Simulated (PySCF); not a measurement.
SMILES C([SiH2][SiH2][SeH])C, GFN2-xTB optimised geometry.

```
15

C      1.67    -1.18     1.24
C      1.09    -1.84     0.00
Si    -0.82    -1.84     0.00
Si    -1.62     0.34     0.00
Se     0.06     1.69    -0.85
H      2.76    -1.22     1.22
H      1.38    -0.13     1.29
H      1.33    -1.68     2.15
H      1.45    -1.31    -0.88
H      1.46    -2.86    -0.08
H     -1.29    -2.59    -1.17
H     -1.31    -2.55     1.19
H     -1.94     0.95     1.30
H     -2.76     0.62    -0.87
H     -0.74     2.86    -1.01
```

Density from PBE0/def2-TZVP in PySCF at that geometry.

Minimum of the electron density along straight lines between bonded atoms, close to the bond critical point (lines longer than 1.1 times the sum of covalent radii, or with two minima, are not listed):

| bond | length / Å | ρ at the minimum / e bohr⁻³ | ∇²ρ there / e bohr⁻⁵ | position (fraction from the first atom) |
|---|---|---|---|---|
| C1–C2 | 1.525 | 0.242 | [?] | 0.50 |
| C2–Si3 | 1.906 | 0.117 | 0.14 | 0.61 |
| Si3–Si4 | 2.324 | 0.095 | -0.15 | 0.37 |
| Si4–Se5 | 2.316 | [?] | -0.01 | 0.35 |
| C1–H6 | 1.089 | 0.279 | -0.96 | 0.64 |
| C1–H7 | 1.090 | 0.279 | -0.96 | 0.64 |
| C1–H8 | 1.088 | 0.279 | -0.96 | 0.64 |
| C2–H9 | 1.094 | 0.274 | -0.91 | 0.64 |
| C2–H10 | 1.092 | 0.274 | -0.92 | 0.64 |
| Si3–H11 | 1.468 | 0.123 | 0.19 | 0.49 |
| Si3–H12 | 1.469 | 0.122 | 0.19 | 0.49 |
| Si4–H13 | 1.467 | 0.124 | 0.18 | 0.49 |
| Si4–H14 | 1.465 | 0.124 | 0.18 | 0.49 |
| Se5–H15 | 1.427 | 0.187 | [?] | 0.62 |

### Question
Complete the blanks.

### Answer

- C1–C2, ∇²ρ there / e bohr⁻⁵: -0.58
- Si4–Se5, ρ at the minimum / e bohr⁻³: 0.084
- Se5–H15, ∇²ρ there / e bohr⁻⁵: -0.32
